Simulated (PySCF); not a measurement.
## State search for CdB⁺

Unrestricted PBE0; Cd def2-SVPD with ECP28, B def2-SVPD; scalar-relativistic core potentials (PySCF 2.14). Outer shells of the fragments: Cd 4d10 5s2; B+ 2s2.

Followed along the bond (rough minima from three points):

```tsv
2Ms+1	unpaired	⟨S²⟩ at the start	R at minimum (Å)	Te (eV)
1	none	0.00	2.51	0.00
3	σ ↑, π ↑	2.02	2.23	1.10
1	σ ↓, π ↑	1.03	2.28	1.53
```

Solutions found at the starting distance of 2.315 Å, counted from the lowest of them; the search is not exhaustive and high or unbound solutions are not listed, so other states can lie among these:

```tsv
2Ms+1	unpaired	term	E (eV)	⟨S²⟩	⟨Lz²⟩	μ (D)
1	none	¹Σ⁺	0.00	0.00	0.00	1.73
3	σ ↑, π ↑	³Π	1.04	2.02	1.00	0.51
1	σ ↓, π ↑	mixed	1.46	1.03	1.00	0.40
3	σ ↑↑	³Σ⁺	1.65	2.00	0.00	4.42
3	π ↑↑	³Σ⁻	3.71	2.22	0.00	-1.35
1	π ↑↓	mixed	4.23	1.01	2.01	-1.48
1	none	mixed	5.16	0.00	2.00	-1.04
3	π ↑↑	mixed	7.01	2.03	2.01	3.45
```

A term symbol is given only where ⟨S²⟩ and ⟨Lz²⟩ are close to those of a pure state; real π, δ and φ orbitals otherwise mix terms. A positive dipole points towards B; it is taken about the centre of mass and depends on that origin.

Problem. Compare the gap between the two lowest followed solutions at the starting distance with the gap between their minima.

Solution. At PBE0 the second solution (triplet, unpaired electrons σ ↑, π ↑) lies +1.04 eV from the first (singlet, closed shell) at 2.315 Å and +1.10 eV at the minima; the two curves relax by different amounts, since their minima lie near 2.23 and 2.51 Å.

Counting both spins, an empty level lies below a filled one in some of these solutions, because spin and occupation are held.
